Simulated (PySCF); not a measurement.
**Peak assignment**

Cartesian coordinates in Å; atom numbers follow the order of the lines, from 1:
```xyz
14

O    -2.5765    1.9461    1.2739
C    -2.4834    1.0181    0.5440
F    -3.6209    0.4753   -0.0075
C    -1.3235    0.2934    0.0879
C    -1.2067   -0.7885   -0.7650
C     0.1628   -1.0648   -0.8451
C     0.8045   -0.1455   -0.0422
Si    2.6146    0.1391    0.3985
O    -0.0983    0.6693    0.5167
H    -2.0137   -1.2963   -1.2527
H     0.6337   -1.8362   -1.4187
H     2.8805   -0.5274    1.6732
H     3.4008   -0.4629   -0.6773
H     2.8255    1.5798    0.4921
```

Computed data (PySCF): structure optimised with GFN2-xTB, NMR shieldings at PBE0/pcSseg-1/GIAO. Non-relativistic Hamiltonian, in vacuum, a single conformation, equivalent nuclei averaged.

References, each an isolated molecule treated in the same way: 13C (186.93 ppm), 1H (31.72 ppm) vs TMS.

Q: Assign these signals to the numbered atoms. 13C{1H} NMR (computed): δ 166.7, 155.9, 151.5, 132.6, 130.8.

A: 
166.7 → C7, substituted aromatic carbon next to the ring oxygen
155.9 → C2, carbonyl carbon
151.5 → C4, substituted aromatic carbon next to the ring oxygen
132.6 → C5, aromatic CH: the aromatic region
130.8 → C6, aromatic CH

C5 and C6 lie closer than the usual error of such a calculation, so a measured spectrum could show them in the other order.

Q: Assign these signals to the numbered atoms. 1H NMR (400 MHz, computed): δ 7.70 (m, 1H), 7.19 (m, 1H), 4.53 (s, 3H).

A: 
7.70 → H10, hydrogen on an aromatic CH: it sits in the deshielding region of the aromatic ring current
7.19 → H11, hydrogen on an aromatic CH
4.53 → H12/H13/H14, hydrogen on a silicon bonded to C

Splittings by 19F in the carbon and heteronuclear signals aren't shown, as no couplings were computed. Shifts are as computed. Against solution values, carbons near 30 ppm lie about +3 ppm off and those near 130 ppm about +5 ppm. Of 1211 compounds with measured shifts, 218 miss one by over three times the rms of a fit or turn the order of signals round; such compounds aren't used in these exercises. Multiplicities follow the n + 1 count of equivalent neighbours, as no J values were calculated; m marks all less simple cases, F and P coupling included.
